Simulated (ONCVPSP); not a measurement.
## Cr: one change to an ONCV potential, before and after

| Item | Value |
| --- | --- |
| Element | Cr (Z = 24) |
| Generator | ONCVPSP 4.0.1 |
| Type | optimised norm-conserving Vanderbilt (ONCV) |
| Functional | PBE |
| Relativity | non-relativistic |
| Frozen core | [Ne] |
| Valence charge | 14 |
| Reference configuration | 3s2 3p6 3d5 4s1 |
| Partial waves | 3s+4s: rc 1.60 bohr, ncon 3, nbas 7, qcut 9.4 1/bohr, 3 projectors, debl 2.2 Ha; 3p: rc 1.45 bohr, ncon 5, nbas 8, qcut 11.4 1/bohr, 2 projectors, debl 1.9 Ha; 3d: rc 1.75 bohr, ncon 3, nbas 8, qcut 7.9 1/bohr, 2 projectors, debl 1.1 Ha |
| Local potential | polynomial inside 1.30 bohr (lpopt 3, dvloc0 0 Ha) |
| Core correction | Teter function, fcfact 1.75, rcfact 1.1 |

All-electron outer shells of the reference configuration (PBE, non-relativistic, ld1.x):

```
shell  level (eV)  outermost node (bohr)  outermost maximum (bohr)
   2p     -558.96                      –                      0.20
   3s      -72.51                   0.36                      0.79
   3p      -45.10                   0.33                      0.80
   4s       -3.91                   1.13                      2.78
   3d       -2.99                      –                      0.84
```

Change: s: qcut 7.7.

Cutoffs: the cutoffs (Ha) at which the residual kinetic energy of the hardest occupied pseudo-wave falls to 1 and 0.1 mHa per electron; they do not see the model core or the augmentation charge, which bear on the density cutoff. Errors are all-electron minus pseudo energies relative to the spin-unpolarised reference configuration.

**Question.** What does the change do?

**Answer.** The potential gets neither clearly harder nor softer (26 Ha and 37 Ha → 26 Ha and 37 Ha); the d channel sets the loose cutoff, while the largest relative change is in s, which becomes softer; the errors of the 3 common tests hardly move; neither file shows a bound ghost.

```csv
quantity,base,changed
"cutoff, loose",26 Ha,26 Ha
"cutoff, tight",37 Ha,37 Ha
loose cutoff by channel,"s 25 Ha, p 25 Ha, d 26 Ha","s 16 Ha, p 25 Ha, d 26 Ha"
bound ghosts,none,none
GHOST(+) flags under 300 eV,none,none
tests with a reliable result,3 of 4,3 of 4
"error for 3s2 3p6 3d5 4s0, meV [ΔE 6.78 eV]",+5.8,+5.6
"error for 3s2 3p6 3d4 4s0, meV [ΔE 22.93 eV]",+7.7,+7.9
"error for 3s2 3p6 3d4 4s1 4p1, meV [ΔE 3.64 eV]",+27,+27
s: phases at 1.62 bohr within 0.05 rad from the reference energy up to (Ha; the scan ends near 5),to the end of the scan,to the end of the scan
p: phases at 1.47 bohr within 0.05 rad from the reference energy up to (Ha; the scan ends near 5),to the end of the scan,to the end of the scan
d: phases at 1.78 bohr within 0.05 rad from the reference energy up to (Ha; the scan ends near 5),to the end of the scan,to the end of the scan
"rms error of d²Exc/dni dnj with the model core, mHa",0.80,1.12
```
